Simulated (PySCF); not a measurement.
C₂H₈BNO₂.

```xyz
14

C     -0.0955    -2.6079     0.0000
O      0.3696    -1.2894     0.0000
C     -0.6539    -0.3162     0.0000
B     -0.0279     1.1506     0.0000
N      1.3633     1.2907     0.0000
O     -0.8258     2.2728     0.0000
H     -0.7122    -2.8314    -0.8956
H     -0.7122    -2.8314     0.8956
H      0.7762    -3.2796     0.0000
H     -1.3183    -0.4464    -0.8855
H     -1.3183    -0.4464     0.8855
H      1.9544     0.4690     0.0000
H      1.8401     2.1830     0.0000
H     -1.7675     2.0724     0.0000
```

Coordinates come from a B3LYP-D3(BJ)/def2-SVP optimisation. This is a generated structure with no PubChem entry under its InChIKey; it may be hypothetical. The values are those of a single conformer.

Method: PySCF with PBE0/pcSseg-1. Non-relativistic, no solvent.

Computed absolute GIAO shielding of each atom: isotropic value and principal components (ppm):
```tsv
atom	σ(iso)	σ11	σ22	σ33	span
C1	121.8	91.5	91.9	182.0	90.4
O2	332.1	310.1	327.3	358.8	48.7
C3	120.1	85.8	94.9	179.6	93.8
B4	70.3	44.3	66.0	100.7	56.4
N5	191.6	121.4	216.9	236.6	115.2
O6	233.6	142.0	258.0	300.9	158.8
H7	28.2	24.7	25.8	34.1	9.4
H8	28.2	24.7	25.8	34.1	9.4
H9	27.6	23.6	25.2	34.0	10.4
H10	28.6	25.3	27.5	33.0	7.6
H11	28.6	25.3	27.5	33.0	7.6
H12	27.9	21.0	28.6	34.2	13.2
H13	28.6	23.4	24.8	37.6	14.2
H14	28.6	22.2	26.2	37.3	15.1
```
